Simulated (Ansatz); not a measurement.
Reaction (formal exchange of groups at a B–O bond): `COB(O)F` + CH₄ → `CB(O)F` + CH₃OH

Program: Ansatz. Geometries: PBE0-D4/def2-TZVP. ΔE: electronic, gas phase. CCSD(T)/CBS adds triple-zeta CCSD(T) − MP2 to the extrapolated MP2 energy (def2 sets, frozen cores). This one scheme is used for every species. DFT in def2-TZVPP. Each species was taken in one conformer, which may not be the lowest.

CCSD(T)/CBS gives +121.1 kJ/mol.

**Question.** Another level gave +124.2 kJ/mol. Which?
A. HF/def2-TZVPP
B. revPBE-D4/def2-TZVPP
C. r2SCANh/def2-TZVPP
D. BHLYP/def2-TZVPP

**Answer.** C. r2SCANh 124.2, revPBE-D4 114.4, HF/def2-TZVPP 133.2, BHLYP 128.3 kJ/mol.

Largest T1 diagnostic among the species: 0.012.

Leaving LDA and LC-ωPBE aside and taking each functional with its dispersion term where it has one, the values, not all of them listed here, spread over 15.5 kJ/mol, from revPBE-D4 to BHLYP-D4. LDA lies +8.0 kJ/mol from PBE without D4. At CCSD(T), def2-SVP lies +15.8 kJ/mol from the extrapolated value and def2-TZVPP +1.9 kJ/mol.
